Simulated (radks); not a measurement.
The numbers below are computed, except where a source is named.
Task: Radial electron density D(r) = 4 pi r^2 rho(r) of an atom or ion with 48 electrons. Code: a radial shooting solver on a logarithmic mesh with Libxc functionals. Model: Dirac Kohn-Sham, PBEsol, spin-unpolarised, spherical densities, finite nucleus; Fermi nuclear charge, rms radius of each element as measured or else 0.836 A^(1/3) + 0.57 fm.

r (bohr),D(r) (e/bohr)
0.001049,1.472
0.001398,2.442
0.001865,4.005
0.002508,6.556
0.003345,10.38
0.004461,15.99
0.00595,23.78
0.007999,34.03
0.01067,45.29
0.01423,55.58
0.01898,61.67
0.02531,61.18
0.03403,55.84
0.04539,53.81
0.06054,62.17
0.08075,75.33
0.1086,75.53
0.1448,59.98
0.1931,53.24
0.2576,62.20
0.3436,55.70
0.4619,29.18
0.6161,17.92
0.8217,20.32
1.096,16.16
1.473,7.993
1.965,3.395
2.621,1.498
3.496,0.6067
4.663,0.1744
6.269,0.02783
8.361,0.002196

What is the nuclear charge?

Result: Z = 48. The innermost maximum, from 1s, lies near gamma/Z bohr with gamma = sqrt(1 - (Z/c)^2) = 0.937, here 0.0195 bohr (found: 0.0214), and its height grows with Z. The density is that of neutral cadmium in [Kr] 4d10 5s2; the configuration itself is not fixed sharply by these data, and Z only to a few units. D(r) has 4 maxima, at r = 0.0214, 0.0940, 0.279, 0.842 bohr, and minima at 0.0422, 0.183, 0.621 bohr, inside which lie 2.03, 11.17, 29.04 electrons.
